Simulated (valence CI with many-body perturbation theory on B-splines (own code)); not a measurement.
Values are calculated unless marked as measured or tabulated.
## A CI+MBPT run for Rh14+

The program does CI of the valence electrons with many-body perturbation theory for a frozen closed Dirac-Fock core.

Command, and the settings that its task file holds:

```sh
python run_cv.py task.json out
```

```
atom Rh  Z=45  mass_number=103  rms_radius_fm=4.4945
core [Ar] 3d10
valence 4s3
avg = 1
basis = S
breit = 1
cap = 10000
capref = 1200
cscale = 1
de = 0.0
dress = 0
eps = 2e-08
extrap = 1
h = 0.27
hh = 1
l2 = 3
lcore = 6
maxit = 60
n2 = 5
natural = 1
nlev = 20
nno = [3, 3, 3, 2, 1]
nroot = 26
nsp = [3, 3, 2, 1, 0]
pt2 = 1
qed = 1
rpa = 1
s1 = 1
s2 = 1
s3 = 1
screen = 1
tol = 2e-05
whole = 1
```

(1) What became of the run, and why?

Answers

(1) It gave no result: a shell was given more electrons than it holds. The program said: "a valence shell holds more than 4l+2 electrons".
